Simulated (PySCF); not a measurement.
## Dipole response of Se (selenium, neutral)

[Ar] 3d10 4s2 4p4, high-spin 3P determinant. Calculation: PySCF 2.14, in aug-cc-pwCVTZ-PP with ECP10MDF; a scalar-relativistic core potential. Coupled (time-dependent) response in atomic units; α is the mean over directions.

```
 method  mean α (bohr³)         α xx, yy, zz  C₆ (like pair)  S(−4)
    UHF           25.01  23.37, 28.30, 23.37           208.2  160.0
    PBE           27.71  25.50, 32.13, 25.50           234.7  221.4
   PBE0           26.44  24.49, 30.33, 24.49           221.9  190.9
wB97X-V           26.08  24.30, 29.64, 24.30           218.5  182.0
```

S(−4) is the Cauchy moment in α(ω) = α(0) + S(−4) ω² + …

Reference α: 28.9 ± 1 bohr³ (recommended; Schwerdtfeger and Nagle, table of static dipole polarizabilities (2023 update)). Published C₆: 210.0 (Chu and Dalgarno (2004); Tang, Norbeck and Certain (1976)).

Spin-orbit coupling is absent.

α(iu) at PBE0:

| u (hartree) | α(iu) (bohr³) |
| --- | --- |
| 0 | 26.44 |
| 0.0500 | 25.97 |
| 0.100 | 24.70 |
| 0.200 | 20.93 |
| 0.300 | 17.00 |
| 0.500 | 11.08 |
| 0.750 | 6.892 |
| 1.00 | 4.643 |
| 1.50 | 2.532 |
| 2.00 | 1.626 |
| 3.00 | 0.8789 |
| 5.00 | 0.4162 |

The components differ because the open shell of this determinant is not spherical; for a pure term their mean is the scalar polarisability.

Energies and moments cover only the electrons outside the core potential.
